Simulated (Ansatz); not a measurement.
Gas-phase electronic energies from Ansatz, PBE0-D4/def2-TZVP geometries. CCSD(T)/CBS is the MP2 limit (def2-TZVPP, def2-QZVPP) plus CCSD(T) − MP2 in def2-TZVPP, frozen cores. This one scheme is used for every species. DFT in def2-TZVPP. Triplets are unrestricted, without spin–orbit coupling. def2 core potentials past Kr. For In outer-core shells are correlated without core-valence functions, which leaves a few kJ/mol of doubt a bond. One conformer a species, not always the lowest.

Reaction (formal loss of a carbene): `C[CH](F)[InH][F]` → `[CH2]` (triplet) + `F[CH2][InH][F]`

| level | ΔE (eV) |
| --- | --- |
| PBE0 | 4.55 |
| BHLYP | 4.35 |
| HF/def2-SVP | 3.16 |
| CCSD/def2-TZVPP | 4.40 |

Q: What does CCSD(T)/CBS give? (An estimate is asked.)

A: The calculation gave: +4.66 eV. The listed levels differ from it by -0.11, -0.31, -1.50, -0.26 eV.

Largest T1 diagnostic among the species: 0.015.

From r2SCAN to r2SCAN0 (25 % exact exchange), in def2-TZVPP and without D4, ΔE moves by −0.06 eV. In def2-TZVPP, CCSD(T) changes the Hartree–Fock value by +1.46 eV (the triples alone add +0.12 eV) and MP2 by +1.60 eV. At CCSD(T), def2-SVP lies −0.17 eV from the extrapolated value and def2-TZVPP −0.14 eV.

CCSD(T)/CBS has its own doubt, a few kJ/mol and more with outer-core shells, so smaller differences from it don't rank the levels.
